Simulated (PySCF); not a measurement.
## How methods differ on the ionisation energy of Pt²⁺

Pt²⁺ [Xe] 4f14 5d8 (3F) → Pt³⁺ [Xe] 4f14 5d7 (4F), as a difference of total energies. Calculation: PySCF 2.14, in def2-TZVPPD with the def2 core potential (60 electrons) (6s5p3d2f1g, 59 functions); scalar relativity through the core potential. Correlated levels: valence: 5s2 5p6 frozen; valence and next inner shell: nothing frozen outside the core potential. The calculations carry no spin-orbit coupling.

Order these methods by the ionisation energy they give, lowest first.
A. BP86
B. LC-wPBE
C. HSE06
D. MP2 (valence)

D (30.686 eV), B (30.909 eV), C (30.994 eV), A (31.317 eV).

The reference lies between the lowest fine-structure levels, while these numbers refer to the centres of the terms.

Errors of the correlated levels include the incompleteness of this basis and the frozen core.

For comparison: 29 ± 1.6 eV (theoretical estimate listed by NIST; NIST Atomic Spectra Database, ionization energies).
